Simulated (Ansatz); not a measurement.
Computed with Ansatz on PBE0-D4/def2-TZVP structures; ΔE is electronic, products minus reactants. CBS: MP2 limit from def2 TZ/QZ plus the TZ coupled-cluster correction, frozen cores. DFT in def2-TZVPP. B3LYP here is the variant with VWN-RPA as its local correlation; programs differ in this. Each species was taken in one conformer, which may not be the lowest.

Consider the isomerisation: `CBN(C)[SiH3]` → `CCBN[SiH3]`.

```csv
level,ΔE (kJ/mol),difference from CCSD(T)/CBS
r2SCAN-D4,-26.8,1.0
B3LYP-D4,-24.8,3.0
ωB97M-V,-27.4,0.4
B2PLYP,-28.7,-0.9
r2SCAN,-27.5,0.3
B3LYP,-29.9,-2.1
HF/def2-TZVPP,-36.9,-9.1
SCS-MP2/def2-TZVPP,-28.0,-0.2
CCSD/def2-TZVPP,-28.9,-1.1
CCSD(T)/def2-TZVPP,-26.8,1.0
HF/def2-QZVPP,-36.9,-9.1
MP2/def2-QZVPP,-27.5,0.3
SCS-MP2/def2-QZVPP,-28.7,-0.9
HF/CBS(def2),-36.8,-9.0
MP2/CBS(def2),-28.0,-0.2
CCSD/CBS(def2),-29.8,-2.0
CCSD(T)/CBS,-27.8,0
```

Largest T1 diagnostic among the species: 0.012.

In def2-TZVPP, CCSD(T) changes the Hartree–Fock value by +10.1 kJ/mol (the triples alone add +2.1 kJ/mol) and MP2 by +9.9 kJ/mol. The D4 term adds +5.1 kJ/mol with B3LYP and +2.7 kJ/mol with PBE0; it sums over pairs of atoms, weighted by their polarisabilities, and B3LYP, whose exchange is more repulsive, gets the larger term.

CCSD(T)/CBS has its own doubt, a few kJ/mol and more with outer-core shells, so smaller differences from it don't rank the levels.
